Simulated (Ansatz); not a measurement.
Ansatz (a quantum-chemistry and plane-wave program) input for C3H6Cl, SMILES C[C](C)Cl (connectivity only; charge and spin as stated), charge +1, multiplicity 1, B3LYP-D3(BJ)/def2-SVP. 

Ansatz 0.2 input:
```yaml
crystal:
  periodic: [false, false, false]
  atoms:
    - {symbol: C, position_ang: [-1.10210147, 0.48114296, -1.12920606]}
    - {symbol: C, position_ang: [0.04283060, 0.15403331, -0.30103283]}
    - {symbol: C, position_ang: [1.39203383, 0.48049455, -0.73229366]}
    - {symbol: Cl, position_ang: [-0.18633095, -0.59602016, 1.15214096]}
    - {symbol: H, position_ang: [-1.12691364, 1.56172395, -1.31377515]}
    - {symbol: H, position_ang: [-0.97549515, 0.05325580, -2.13004295]}
    - {symbol: H, position_ang: [-2.05236775, 0.16338904, -0.70880885]}
    - {symbol: H, position_ang: [2.01262092, -0.42094985, -0.77640473]}
    - {symbol: H, position_ang: [1.90050272, 1.09924922, 0.01455916]}
    - {symbol: H, position_ang: [1.41270119, 0.98164983, -1.69672870]}
basis:
  gaussian:
    orbitals: def2-SVP
hamiltonian:
  xc: b3lyp
  dispersion: d3bj
total_charge: 1
relax: {f_tol: 0.002, max_steps: 200}
```

It prints:

```
[...]
these checks for a lower state are left out or cut short: starts, cluster_reference, orbital_swaps, neighbouring_geometries, increment
integrals: 0.04 GiB planned
1000 factors; integrals over basis functions are off by at most 4.1e-4 eV
mean field: 0.32 GiB planned
mean field -15717.38337300 eV, -577.6031853325 hartree, gradient 2.5e-5 eV, S^2 0.000000; 0 other end points of the search recorded, 0 dependent functions left out
the calculation of the forces begins
reference -15717.38360114 eV, -577.6031937165 hartree; 20, 20 occupied and 70, 70 virtual orbitals, 1000 factors
relax step  12: F+E_penalty+E_count = -15717.72479702 eV  Δ(F+E_penalty+E_count) = +4.278e-3 eV  max|allowed force component| = 3.443e-1 eV/Å  Δτ_max = 0.1953 Å  (28 SCF iters, rejected (line search))
these checks for a lower state are left out or cut short: starts, cluster_reference, orbital_swaps, neighbouring_geometries, increment
integrals: 0.04 GiB planned
1000 factors; integrals over basis functions are off by at most 3.6e-4 eV
mean field: 0.32 GiB planned
mean field evaluation 96: about -15717.3862 eV, gradient 1.3e-5 eV
mean field -15717.38621136 eV, -577.6032896406 hartree, gradient 1.3e-5 eV, S^2 0.000000; 0 other end points of the search recorded, 0 dependent functions left out
the calculation of the forces begins
reference -15717.38643764 eV, -577.6032979562 hartree; 20, 20 occupied and 70, 70 virtual orbitals, 1000 factors
relax step  13: F+E_penalty+E_count = -15717.72879547 eV  Δ(F+E_penalty+E_count) = +2.792e-4 eV  max|allowed force component| = 8.896e-2 eV/Å  Δτ_max = 0.0322 Å  (29 SCF iters, rejected (line search))
these checks for a lower state are left out or cut short: starts, cluster_reference, orbital_swaps, neighbouring_geometries, increment
integrals: 0.04 GiB planned
1000 factors; integrals over basis functions are off by at most 3.6e-4 eV
mean field: 0.32 GiB planned
mean field -15717.38769808 eV, -577.6033442763 hartree, gradient 1.4e-5 eV, S^2 0.000000; 0 other end points of the search recorded, 0 dependent functions left out
the calculation of the forces begins
reference -15717.38792464 eV, -577.6033526022 hartree; 20, 20 occupied and 70, 70 virtual orbitals, 1000 factors
relax step  14: F+E_penalty+E_count = -15717.72961661 eV  Δ(F+E_penalty+E_count) = -5.419e-4 eV  max|allowed force component| = 1.076e-2 eV/Å  Δτ_max = 0.0157 Å  (29 SCF iters, accepted)
these checks for a lower state are left out or cut short: starts, cluster_reference, orbital_swaps, neighbouring_geometries, increment
integrals: 0.04 GiB planned
1000 factors; integrals over basis functions are off by at most 3.8e-4 eV
mean field: 0.32 GiB planned
mean field -15717.38741576 eV, -577.6033339012 hartree, gradient 9.1e-6 eV, S^2 0.000000; 0 other end points of the search recorded, 0 dependent functions left out
the calculation of the forces begins
reference -15717.38764276 eV, -577.6033422433 hartree; 20, 20 occupied and 70, 70 virtual orbitals, 1000 factors
relax step  15: F+E_penalty+E_count = -15717.72932386 eV  Δ(F+E_penalty+E_count) = +2.927e-4 eV  max|allowed force component| = 2.457e-1 eV/Å  Δτ_max = 0.0975 Å  (30 SCF iters, rejected (line search))
these checks for a lower state are left out or cut short: starts, cluster_reference, orbital_swaps, neighbouring_geometries, increment
integrals: 0.04 GiB planned
1000 factors; integrals over basis functions are off by at most 3.7e-4 eV
mean field: 0.32 GiB planned
mean field -15717.38863969 eV, -577.6033788800 hartree, gradient 9.1e-6 eV, S^2 0.000000; 0 other end points of the search recorded, 0 dependent functions left out
the calculation of the forces begins
reference -15717.38886641 eV, -577.6033872119 hartree; 20, 20 occupied and 70, 70 virtual orbitals, 1000 factors
relax step  16: F+E_penalty+E_count = -15717.73061806 eV  Δ(F+E_penalty+E_count) = -1.001e-3 eV  max|allowed force component| = 1.250e-1 eV/Å  Δτ_max = 0.0486 Å  (29 SCF iters, accepted)
these checks for a lower state are left out or cut short: starts, cluster_reference, orbital_swaps, neighbouring_geometries, increment
integrals: 0.04 GiB planned
1000 factors; integrals over basis functions are off by at most 3.8e-4 eV
mean field: 0.32 GiB planned
mean field -15717.38990886 eV, -577.6034255209 hartree, gradient 8.4e-6 eV, S^2 0.000000; 0 other end points of the search recorded, 0 dependent functions left out
the calculation of the forces begins
reference -15717.39013587 eV, -577.6034338637 hartree; 20, 20 occupied and 70, 70 virtual orbitals, 1000 factors
relax step  17: F+E_penalty+E_count = -15717.73183844 eV  Δ(F+E_penalty+E_count) = -1.220e-3 eV  max|allowed force component| = 5.032e-2 eV/Å  Δτ_max = 0.0478 Å  (29 SCF iters, accepted)
these checks for a lower state are left out or cut short: starts, cluster_reference, orbital_swaps, neighbouring_geometries, increment
integrals: 0.04 GiB planned
1000 factors; integrals over basis functions are off by at most 3.8e-4 eV
mean field: 0.32 GiB planned
mean field evaluation 128: about -15717.3901 eV, gradient 9.7e-2 eV
mean field -15717.39013482 eV, -577.6034338248 hartree, gradient 1.2e-5 eV, S^2 0.000000; 0 other end points of the search recorded, 0 dependent functions left out
the calculation of the forces begins
reference -15717.39036204 eV, -577.6034421752 hartree; 20, 20 occupied and 70, 70 virtual orbitals, 1000 factors
relax step  18: F+E_penalty+E_count = -15717.73207672 eV  Δ(F+E_penalty+E_count) = -2.383e-4 eV  max|allowed force component| = 7.207e-2 eV/Å  Δτ_max = 0.0362 Å  (29 SCF iters, accepted)
these checks for a lower state are left out or cut short: starts, cluster_reference, orbital_swaps, neighbouring_geometries, increment
integrals: 0.04 GiB planned
1000 factors; integrals over basis functions are off by at most 3.6e-4 eV
mean field: 0.32 GiB planned
mean field -15717.34316974 eV, -577.6017078900 hartree, gradient 1.5e-5 eV, S^2 0.000000; 0 other end points of the search recorded, 0 dependent functions left out
the calculation of the forces begins
reference -15717.34339524 eV, -577.6017161771 hartree; 20, 20 occupied and 70, 70 virtual orbitals, 1000 factors
relax step  19: F+E_penalty+E_count = -15717.68774510 eV  Δ(F+E_penalty+E_count) = +4.433e-2 eV  max|allowed force component| = 1.215e0 eV/Å  Δτ_max = 0.0396 Å  (29 SCF iters, rejected (line search))
these checks for a lower state are left out or cut short: starts, cluster_reference, orbital_swaps, neighbouring_geometries, increment
integrals: 0.04 GiB planned
1000 factors; integrals over basis functions are off by at most 3.8e-4 eV
mean field: 0.32 GiB planned
mean field -15717.39045015 eV, -577.6034454129 hartree, gradient 1.4e-5 eV, S^2 0.000000; 0 other end points of the search recorded, 0 dependent functions left out
the calculation of the forces begins
reference -15717.39067726 eV, -577.6034537594 hartree; 20, 20 occupied and 70, 70 virtual orbitals, 1000 factors
relax step  20: F+E_penalty+E_count = -15717.73248491 eV  Δ(F+E_penalty+E_count) = -4.082e-4 eV  max|allowed force component| = 1.759e-3 eV/Å  Δτ_max = 0.0151 Å  (29 SCF iters, accepted)
these checks for a lower state are left out or cut short: starts, cluster_reference, orbital_swaps, neighbouring_geometries, increment
integrals: 0.04 GiB planned
1000 factors; integrals over basis functions are off by at most 3.8e-4 eV
mean field: 0.32 GiB planned
mean field -15717.39048721 eV, -577.6034467751 hartree, gradient 1.6e-5 eV, S^2 0.000000; 0 other end points of the search recorded, 0 dependent functions left out
the calculation of the forces begins
reference -15717.39071435 eV, -577.6034551222 hartree; 20, 20 occupied and 70, 70 virtual orbitals, 1000 factors
relax step  21: F+E_penalty+E_count = -15717.73253300 eV  Δ(F+E_penalty+E_count) = -4.809e-5 eV  max|allowed force component| = 5.524e-3 eV/Å  Δτ_max = 0.0135 Å  (24 SCF iters, accepted)
these checks for a lower state are left out or cut short: starts, cluster_reference, orbital_swaps, neighbouring_geometries, increment
integrals: 0.04 GiB planned
1000 factors; integrals over basis functions are off by at most 3.8e-4 eV
mean field: 0.32 GiB planned
mean field -15717.39050599 eV, -577.6034474651 hartree, gradient 1.1e-5 eV, S^2 0.000000; 0 other end points of the search recorded, 0 dependent functions left out
the calculation of the forces begins
reference -15717.39073312 eV, -577.6034558122 hartree; 20, 20 occupied and 70, 70 virtual orbitals, 1000 factors
relax step  22: F+E_penalty+E_count = -15717.73254307 eV  Δ(F+E_penalty+E_count) = -1.007e-5 eV  max|allowed force component| = 5.418e-3 eV/Å  Δτ_max = 0.0101 Å  (24 SCF iters, accepted)
these checks for a lower state are left out or cut short: starts, cluster_reference, orbital_swaps, neighbouring_geometries, increment
integrals: 0.04 GiB planned
1000 factors; integrals over basis functions are off by at most 3.8e-4 eV
mean field: 0.32 GiB planned
mean field evaluation 160: about -15717.3901 eV, gradient 3.0e-1 eV
mean field -15717.39044959 eV, -577.6034453925 hartree, gradient 1.1e-5 eV, S^2 0.000000; 0 other end points of the search recorded, 0 dependent functions left out
the calculation of the forces begins
reference -15717.39067674 eV, -577.6034537403 hartree; 20, 20 occupied and 70, 70 virtual orbitals, 1000 factors
relax step  23: F+E_penalty+E_count = -15717.73247591 eV  Δ(F+E_penalty+E_count) = +6.717e-5 eV  max|allowed force component| = 4.662e-2 eV/Å  Δτ_max = 0.0055 Å  (24 SCF iters, rejected (line search))
these checks for a lower state are left out or cut short: starts, cluster_reference, orbital_swaps, neighbouring_geometries, increment
integrals: 0.04 GiB planned
1000 factors; integrals over basis functions are off by at most 3.8e-4 eV
mean field: 0.32 GiB planned
mean field -15717.39050845 eV, -577.6034475556 hartree, gradient 1.4e-5 eV, S^2 0.000000; 0 other end points of the search recorded, 0 dependent functions left out
the calculation of the forces begins
reference -15717.39073559 eV, -577.6034559028 hartree; 20, 20 occupied and 70, 70 virtual orbitals, 1000 factors
relax step  24: F+E_penalty+E_count = -15717.73254409 eV  Δ(F+E_penalty+E_count) = -1.020e-6 eV  max|allowed force component| = 2.950e-4 eV/Å  Δτ_max = 0.0005 Å  (20 SCF iters, accepted)
integrals: 0.04 GiB planned
1000 factors; integrals over basis functions are off by at most 3.8e-4 eV
mean field: 0.32 GiB planned
mean field -15717.39050845 eV, -577.6034475556 hartree, gradient 1.4e-5 eV, S^2 0.000000; 1 other end points of the search recorded, 0 dependent functions left out
the calculation of the forces begins
reference -15717.39073559 eV, -577.6034559028 hartree; 20, 20 occupied and 70, 70 virtual orbitals, 1000 factors
Total energy: -15717.73277123 eV, -577.6160254807 hartree
Atom 0 at    -1.097597     0.398047    -1.174246 Å, force    -0.000295    -0.000007     0.000019 eV/Å
Atom 1 at     0.044865     0.277458    -0.267650 Å, force     0.000255     0.000035    -0.000062 eV/Å
Atom 2 at     1.424519     0.480149    -0.711723 Å, force    -0.000092    -0.000002     0.000118 eV/Å
Atom 3 at    -0.234789    -0.103853     1.325155 Å, force     0.000036     0.000021    -0.000036 eV/Å
Atom 4 at    -1.360625     1.481706    -1.171352 Å, force     0.000001    -0.000080    -0.000045 eV/Å
Atom 5 at    -0.812572     0.161591    -2.211450 Å, force     0.000011     0.000014     0.000024 eV/Å
Atom 6 at    -1.985155    -0.155006    -0.839465 Å, force     0.000029     0.000076    -0.000067 eV/Å
Atom 7 at     1.755931    -0.511402    -1.099663 Å, force     0.000048    -0.000013    -0.000029 eV/Å
Atom 8 at     2.110687     0.760270     0.098486 Å, force     0.000067    -0.000002    -0.000002 eV/Å
Atom 9 at     1.472216     1.169011    -1.569685 Å, force    -0.000060    -0.000041     0.000079 eV/Å
Dipole moment:     0.090418     0.123150    -0.514588 e Å
```

Self-consistency was reached.

Cost: about 110 core-seconds (a rough figure).
